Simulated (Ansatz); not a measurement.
Mulliken charges of CH4ClFSSi, SMILES `FCS[SiH2]Cl` from r2SCAN/def2-TZVPP in Ansatz (PBE0-D4/def2-TZVP geometry).

```
atom   x (Å)   y (Å)   z (Å)  charge (e)
  F1   1.878   0.368   0.955      -0.216
  C2   1.427   0.469  -0.334       0.138
  S3   0.463  -0.973  -0.843      -0.199
 Si4  -1.317  -0.636   0.265       0.467
 Cl5  -2.179   1.159  -0.247      -0.249
  H6   2.286   0.512  -1.006       0.083
  H7   0.828   1.377  -0.423       0.081
  H8  -2.226  -1.742  -0.106      -0.056
  H9  -1.071  -0.580   1.721      -0.047
```

Q: By hand: the dipole of these point charges (1 e Å = 4.8032 D).

A: Σ q r = (0.058, -0.128, -0.092) e Å, of length 0.168 e Å = 0.81 D.

Q: How does the dipole of the full density compare? (Estimate.)

A: The calculation gave: (0.039, 0.023, -0.116) e Å, 0.60 D; the point charges give 1.35 times that, at 61° from its direction.

Point charges leave out the atoms' own dipoles, such as those of lone pairs, and Mulliken's split depends on the basis, so the two needn't agree.
